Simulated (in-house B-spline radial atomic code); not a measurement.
## How G0W0 and RPA depend on the start: Al⁺

Configuration [Ne] 3s2. Computed with a B-spline radial code for spherical atoms: all electrons, scalar-relativistic (spin-free one-electron X2C), finite nucleus, each spin shell either full or empty, empty states to l = 9 with an (l + 1/2)⁻⁴ tail; G0W0 by contour deformation at full frequency.

```tsv
start	mean-field 3s (eV)	G0W0 (eV)	QP weight	RPA correlation (Eh)
Hartree-Fock	-17.781	-18.897	0.958	-0.61874
LDA VWN5	-14.915	?	?	?
PBE	-14.809	-19.003	0.897	-0.71479
PBE0	-15.765	-19.008	0.924	-0.6855
r2SCAN	-14.960	-19.054	0.914	-0.69885
HSE06	-15.376	-19.000	0.914	-0.69092
B3LYP (VWN-RPA)	-15.637	-18.989	0.918	-0.69207
SCAN	-14.978	-19.050	0.914	-0.69857
TPSS	-14.870	-19.019	0.901	-0.70818
BHandHLYP	-16.621	-18.954	0.939	-0.6614
CAM-B3LYP	-17.102	-18.967	0.943	-0.67382
LC-wPBE	-18.343	?	?	?
wB97X	-18.039	-18.947	0.954	-0.66438
PBEsol	-14.773	-19.019	0.897	-0.71506
BLYP	-14.719	-18.963	0.894	-0.71587
r2SCAN0	-15.846	-19.024	0.930	-0.67573
LDA exchange-only	-13.781	-18.929	0.880	-0.71583
```

Q: What G0W0 level, weight and RPA correlation energy follow from the LDA VWN5 start?

A: G0W0 level -19.026 eV, weight 0.898, RPA correlation -0.71671 hartree.

Q: What G0W0 level, weight and RPA correlation energy follow from the LC-wPBE start?

A: G0W0 level -18.963 eV, weight 0.956, RPA correlation -0.6672 hartree.

Q: How much of the dependence on the start does G0W0 remove?

A: The mean-field levels span 4.56 eV and the G0W0 levels 0.157 eV. Against 18.829 eV (NIST, measured) the G0W0 removal energies are off by +0.07 to +0.23 eV, with spin-orbit coupling, Breit and QED terms left out.
